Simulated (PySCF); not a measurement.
## Working out the ionisation energy of Tl²⁺

Tl²⁺ [Xe] 4f14 5d10 6s1 (2S) → Tl³⁺ [Xe] 4f14 5d10 (1S). Computed with PySCF 2.14 in def2-QZVPPD with the def2 core potential (60 electrons) (8s6p5d4f1g, 88 functions), with scalar relativity through the core potential. Frozen: nothing. Energies in hartree (1 hartree = 27.21139 eV):

```
             part  Tl²⁺ (lower)  Tl³⁺ (upper)
              UHF   -170.656463   -169.621595
MP2 opposite-spin     -0.311097     -0.272766
    MP2 same-spin     -0.167363     -0.141545
```

Question: What does Hartree-Fock give?

Answer: (-169.621595) − (-170.656463) = 1.034868 hartree = 28.160 eV.

Question: What do MP2 and SCS-MP2 (6/5 opposite-spin, 1/3 same-spin) give?

Answer: The opposite-spin parts differ by 1.043 eV and the same-spin parts by 0.703 eV. MP2: 28.160 + (1.043) + (0.703) = 29.906 eV. SCS-MP2: 28.160 + 1.2 × (1.043) + (0.703)/3 = 29.646 eV.

Measured between the centres of the two terms (NIST): 29.852 eV, so MP2 (valence and next inner shell) is off by 0.054 eV.

What remains against the reference includes basis incompleteness and correlation beyond second order.
